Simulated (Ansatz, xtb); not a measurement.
# Two isomers of CHFOZn

We compare I, `O=[C](F)[ZnH]`, a singlet, with II, `O=[CH][Zn][F]`, a singlet. Both are isolated molecules in the gas phase, relaxed with PBE0-D3(BJ)/pcseg-1.

Energies in hartree; the thermal terms are from PBE0-D3(BJ)/pcseg-1 harmonic frequencies (ideal gas, rigid rotor, one conformer each, 298.15 K, 1 atm) and include the zero-point energy:

|  | I | II |
| --- | --- | --- |
| E, CCSD(T)/def2-TZVP | −1991.889974 | −1991.906027 |
| zero-point energy | 0.016783 | 0.019516 |
| H(298 K) − E | 0.022560 | 0.025542 |
| G(298 K) − E | −0.012030 | −0.009473 |

Work out ΔE, ΔE₀, ΔH and ΔG for I → II in kJ/mol (1 Eh = 2625.50 kJ/mol) and the equilibrium ratio [II]/[I].

1. ΔE = −1991.906027 − (−1991.889974) = −0.016053 Eh = −42.15 kJ/mol.
2. ΔE₀ = ΔE + ΔZPE = −0.016053 + (+0.002733) Eh = −34.97 kJ/mol.
3. ΔH = ΔE + (+0.002982) Eh = −34.32 kJ/mol.
4. ΔG = ΔE + (+0.002557) Eh = −35.43 kJ/mol, so ΔS = (ΔH − ΔG)/T = +3.7 J/(mol K).
5. kT = 0.9442 mEh, so K = [II]/[I] = exp(−ΔG/kT) = exp(+14.29) ≈ 1.6 × 10^6.

Structure II is favoured at this temperature. An error of 4 kJ/mol in ΔG would change K by a factor of 5. Mirror images and further conformers aren't counted.

As drawn, II has 1 F–Zn, 1 C–H in place of 1 C–F, 1 Zn–H.

Other levels gave ΔE = −25.1 (PBE0-D3(BJ)/pcseg-1); −41.8 (HF/def2-TZVP); −43.2 (MP2/def2-TZVP) kJ/mol. The correlated steps freeze 8 core orbitals; the last core shell of Zn is correlated, in a basis made for valence electrons. Programs: Ansatz 0.2.0.
